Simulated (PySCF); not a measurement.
Predicted microwave data (PBE0-D3(BJ)/def2-SVP geometry optimisation, gas phase in PySCF 2.14.0) for one isomer of CH11PSi3:

- Rotational constants: A = 2360, B = 1073, C = 944.0 MHz
- Dipole components: |μa| = 0.05 D, |μb| = 0.30 D, |μc| = 1.39 D
- Inertial defect: -149.68 u·Å²
- κ: -0.82

Task: Which candidate fits, each taken in the one conformer that was computed?
A. `[SiH3:1][CH2:2][Si@@H:3]([SiH3:4])[PH2:5]` with Si1–C2–Si3–Si4 -55°, C2–Si3–P5–H 44° and -50°
B. `[SiH3:1][CH2:2][SiH2:3][PH:4][SiH3:5]` with Si1–C2–Si3–P4 -51°, C2–Si3–P4–Si5 -63°
C. `[SiH3:1][SiH2:2][CH2:3][SiH2:4][PH2:5]` with Si1–Si2–C3–Si4 86°, Si2–C3–Si4–P5 -51°, C3–Si4–P5–H -166° and -72°

Result: B. It is [SiH3]C[SiH2]P[SiH3], an asymmetric top, point group C1. The candidates at the same level (rigid rotor, commonest isotopes):

```
                 SMILES  A (MHz)  B (MHz)  C (MHz)  μa (D)  μb (D)  μc (D)  Δ (u·Å²)  point group           rotor
[SiH3]C[Si@@H]([SiH3])P     1699     1291    905.0    1.26    0.27    0.95   -130.51           C1  asymmetric top
   [SiH3]C[SiH2]P[SiH3]     2360     1073    944.0    0.05    0.30    1.39   -149.68           C1  asymmetric top
   [SiH3][SiH2]C[SiH2]P     2241     1121    812.2    0.63    0.87    1.01    -54.09           C1  asymmetric top
```

`[SiH3]C[Si@@H]([SiH3])P` has A 28 % too low; `[SiH3][SiH2]C[SiH2]P` has C 14 % too low. No structure here is proved a minimum.
